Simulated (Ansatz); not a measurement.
Q: Predict a relaxed structure of Te₄Pt (the lowest singlet isomer of a short search), charge 0, singlet, at B3LYP-D4/def2-SVP (Ansatz).

A: 
| atom | x (Å) | y (Å) | z (Å) |
| --- | --- | --- | --- |
| Pt1 | 0.0009 | 0.0003 | -0.0002 |
| Te2 | 1.6190 | -1.6988 | -1.1909 |
| Te3 | 0.8633 | 2.4478 | 0.4380 |
| Te4 | -1.6191 | 1.6963 | 1.1903 |
| Te5 | -0.8640 | -2.4457 | -0.4372 |
Point group D2h (tolerance 0.1 Å). The metal has 4 neighbours: Te 2.63 Å, Te 2.63 Å, Te 2.63 Å, Te 2.63 Å. This is one stationary point.

In the def2 sets Pt, Te take a core potential; there is no spin–orbit coupling. The restricted singlet is unstable towards broken spin symmetry in Hartree–Fock (as tested in another run); at B3LYP-D4/def2-SVP this wasn't settled. Another isomer (singlet) lies 0.29 eV lower at PBE0-D4/def2-TZVP; other spin states weren't run for this one.
